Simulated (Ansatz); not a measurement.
Species: C$_{10}$H$_{8}$SSi, SMILES `C#Cc1cc2ccsc2cc1[SiH3]` (charge 0, multiplicity 1).

Problem. Give a relaxed geometry from Ansatz (an electronic-structure program) with PBE-D3(BJ)/def2-SVP.

Solution. the end point of this relaxation (outside a Z-matrix the atoms follow the SMILES, hydrogens last).
Bonds (Å): C1–C2 1.226, C1–H13 1.081, C2–C3 1.430, C3–C4 1.407, C3–C11 1.439, C4–C5 1.410, C4–H14 1.100, C5–C6 1.441, C5–C9 1.430, C6–C7 1.373, C6–H15 1.098, C7–S8 1.746, C7–H16 1.097, S8–C9 1.751, C9–C10 1.406, C10–C11 1.403, C10–H17 1.101, C11–Si12 1.891, Si12–H18 1.504, Si12–H19 1.506, Si12–H20 1.504. Bond angles (°): C2–C1–H13 179.9, C1–C2–C3 178.1, C2–C3–C4 120.0, C2–C3–C11 119.2, C4–C3–C11 120.8, C3–C4–C5 120.1, C3–C4–H14 119.6, C5–C4–H14 120.3, C4–C5–C6 129.6, C4–C5–C9 118.6, C6–C5–C9 111.8, C5–C6–C7 112.5, C5–C6–H15 123.9, C7–C6–H15 123.6, C6–C7–S8 113.3, C6–C7–H16 127.7, S8–C7–H16 119.0, C7–S8–C9 91.2, C5–C9–S8 111.2, C5–C9–C10 121.7, S8–C9–C10 127.2, C9–C10–C11 119.7, C9–C10–H17 120.1, C11–C10–H17 120.2, C3–C11–C10 119.1, C3–C11–Si12 120.6, C10–C11–Si12 120.3, C11–Si12–H18 111.5, C11–Si12–H19 107.2, C11–Si12–H20 111.5, H18–Si12–H19 109.0, H18–Si12–H20 108.6, H19–Si12–H20 109.0.
